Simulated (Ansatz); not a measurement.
Basis-set series for `[GeH3][SnH2]` radical. Charge 0, multiplicity 2. Sn takes the def2 core potential. All single points use the PBE0-D4/def2-TZVP geometry.

```json
{"functional": "PBE0-D4", "basis": "def2-SVP", "functions": "83", "energy (Eh)": "-2293.73796", "HOMO (eV)": "-5.94", "LUMO (eV)": "-3.04"}
{"functional": "PBE0-D4", "basis": "def2-TZVPP", "functions": "168", "energy (Eh)": "-2294.00938", "HOMO (eV)": "-5.98", "LUMO (eV)": "-3.09"}
{"functional": "ωB97M-V", "basis": "def2-SVP", "functions": "83", "energy (Eh)": "-2293.80603", "HOMO (eV)": "-7.84", "LUMO (eV)": "-1.31"}
{"functional": "ωB97M-V", "basis": "def2-TZVPP", "functions": "168", "energy (Eh)": "-2294.07947", "HOMO (eV)": "-7.91", "LUMO (eV)": "-1.44"}
```

Give the rows for def2-QZVPP. (Estimate.)

Ansatz gave: 
| functional | basis | functions | energy (Eh) | HOMO (eV) | LUMO (eV) |
| --- | --- | --- | --- | --- | --- |
| PBE0-D4 | def2-QZVPP | 321 | -2294.05645 | -5.98 | -3.10 |
| ωB97M-V | def2-QZVPP | 321 | -2294.12558 | -7.91 | -1.46 |

HOMO and LUMO are taken over both spins. Scalar relativity is left out up to krypton.
